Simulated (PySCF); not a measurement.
PySCF input for Al(Cl)2(NH3) (AlCl2H3N), SMILES [Al+](<-[NH3])([Cl])[Cl] (connectivity only; charge and spin as stated), charge +1, multiplicity 1, PBE/pcSseg-1. Geometry: ωB97X-D3(BJ)/def2-SVP. The multiplicity is an assumed one; other spin states were not compared. The isomer is the one that the SMILES or the coordinates give; other isomers of the formula were not compared.

```python
import numpy as np
from pyscf import gto, scf, dft
from pyscf.prop.nmr import rks as nmr

mol = gto.M(
    atom='''
    Al   -0.00101081   -0.06271498   -0.01669313
    Cl    1.30851199    0.98591222   -1.17101646
    Cl   -1.31866276    0.28712213    1.49636527
    N     0.01807061   -1.96783015   -0.49967097
    H    -0.51839622   -2.16051956   -1.35817819
    H    -0.38935712   -2.56961085    0.22960135
    H     0.96696292   -2.32134776   -0.68764559
    ''',
    basis='pcSseg-1',
    charge=1,
    spin=0,
    max_memory=1600,
    verbose=3,
)
mf = dft.RKS(mol, xc='pbe')
mf.grids.level = 3
mf.conv_tol = 1e-10
mf.max_cycle = 100
mf.kernel()
n = nmr.NMR(mf)
n.verbose = 2
n.max_cycle_cphf = 60
sigma = n.kernel()
print('atom   isotropic/ppm   span/ppm')
for i, s in enumerate(sigma):
    w = np.linalg.eigvalsh((s + s.T) / 2)
    print(f'{mol.atom_symbol(i):2s}{i + 1:3d} {w.mean():14.3f} {w[2] - w[0]:11.3f}')
```

It prints:

```
converged SCF energy = -1218.66811432547
atom   isotropic/ppm   span/ppm
Al  1        404.339     289.940
Cl  2        874.706     292.993
Cl  3        870.917     294.918
N   4        224.701      23.918
H   5         27.988      15.514
H   6         28.070      17.138
H   7         28.034      16.547
```

Self-consistency was reached.
